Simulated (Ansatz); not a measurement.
A nudged elastic band was laid between two geometries of BrH + ClH3Si (7 atoms, charge 0, multiplicity 1).

Level of theory: RKS PBE-D4/def2-SVP in Ansatz 0.2.0.

- movable images: 7
- climbing image: yes
- spring: 5.0 eV/Å²
- optimiser: quadratic models (default)
- start path: through a guess of the saddle point
- force threshold: 0.05 eV/Å
- iteration limit: 60
- end points: relaxed

First end point:

```xyz
7
Properties=species:S:1:pos:R:3
Si -0.247 -0.285 -0.072
H -0.666 -0.363 1.363
Cl 1.856 -0.307 -0.147
H -0.728 0.979 -0.716
H -0.724 -1.484 -0.833
Br 1.212 2.683 2.026
H 1.817 1.622 1.251
```

Last end point:

```xyz
7
Properties=species:S:1:pos:R:3
Si -0.071 0.680 -0.505
H 1.339 -0.602 2.256
Cl 1.766 -0.256 -0.737
H -0.620 0.978 -1.865
H -0.968 -0.217 0.287
Br 0.161 2.607 0.591
H 0.914 -0.346 2.844
```

(1) Which bonds break or form, and what moves?

(2) Give the energies along the band, and the barrier.

(3) What is the geometry of the highest image?

The band took 18 iterations and of the order of 3 core-minutes.

## Answers

(1) Bonds broken: Si1–H2, Br6–H7. Bonds formed: Si1–Br6, H2–H7. BrH + ClH3Si becomes BrClH2Si + H2.

(2) The run converged. The highest image is number 4 of 0 to 8, 1.50 eV above the first end and 2.05 eV above the last; the last end lies 0.55 eV below the first. Neighbouring images differ by up to 1.8 eV, so the band resolves the path poorly. A vibrational analysis at the climbing image gives one clearly imaginary mode, 856i cm⁻¹: a first-order saddle point. The orbitals stay closed-shell, which can raise the energy where a bond breaks towards radicals; this wasn't checked here.

```json
{"image": "0", "path coordinate (Å)": "0.00", "energy (eV)": "0.00", "Si1–H2 (Å)": "1.50", "Br6–H7 (Å)": "1.45", "Si1–Br6 (Å)": "3.92"}
{"image": "1", "path coordinate (Å)": "0.84", "energy (eV)": "0.09", "Si1–H2 (Å)": "1.50", "Br6–H7 (Å)": "1.44", "Si1–Br6 (Å)": "4.00"}
{"image": "2", "path coordinate (Å)": "1.68", "energy (eV)": "0.14", "Si1–H2 (Å)": "1.51", "Br6–H7 (Å)": "1.44", "Si1–Br6 (Å)": "3.90"}
{"image": "3", "path coordinate (Å)": "2.51", "energy (eV)": "0.45", "Si1–H2 (Å)": "1.53", "Br6–H7 (Å)": "1.47", "Si1–Br6 (Å)": "3.29"}
{"image": "4", "path coordinate (Å)": "3.35", "energy (eV)": "1.50", "Si1–H2 (Å)": "1.72", "Br6–H7 (Å)": "1.79", "Si1–Br6 (Å)": "2.70"}
{"image": "5", "path coordinate (Å)": "4.94", "energy (eV)": "-0.33", "Si1–H2 (Å)": "2.77", "Br6–H7 (Å)": "2.55", "Si1–Br6 (Å)": "2.25"}
{"image": "6", "path coordinate (Å)": "6.53", "energy (eV)": "-0.54", "Si1–H2 (Å)": "4.07", "Br6–H7 (Å)": "3.18", "Si1–Br6 (Å)": "2.23"}
{"image": "7", "path coordinate (Å)": "8.12", "energy (eV)": "-0.54", "Si1–H2 (Å)": "4.01", "Br6–H7 (Å)": "3.14", "Si1–Br6 (Å)": "2.23"}
{"image": "8", "path coordinate (Å)": "9.71", "energy (eV)": "-0.55", "Si1–H2 (Å)": "3.36", "Br6–H7 (Å)": "3.79", "Si1–Br6 (Å)": "2.23"}
```

(3) 
```xyz
7
Properties=species:S:1:pos:R:3:forces:R:3
Si 0.259 0.128 -0.036 0.01 0.00 0.00
H -0.428 0.116 1.539 0.00 0.00 0.00
Cl 2.098 -0.261 -0.932 -0.01 0.00 0.00
H -0.616 1.124 -0.715 0.00 0.00 0.00
H -0.327 -1.259 -0.091 0.00 0.00 0.00
Br 1.388 2.121 1.398 0.00 0.00 0.00
H 0.146 0.875 1.708 0.00 0.00 0.00
```

Run time: 100 s on 2 threads of Intel(R) Xeon(R) Platinum 8488C (Sapphire Rapids), on a shared host, peak memory 0.15 GiB.
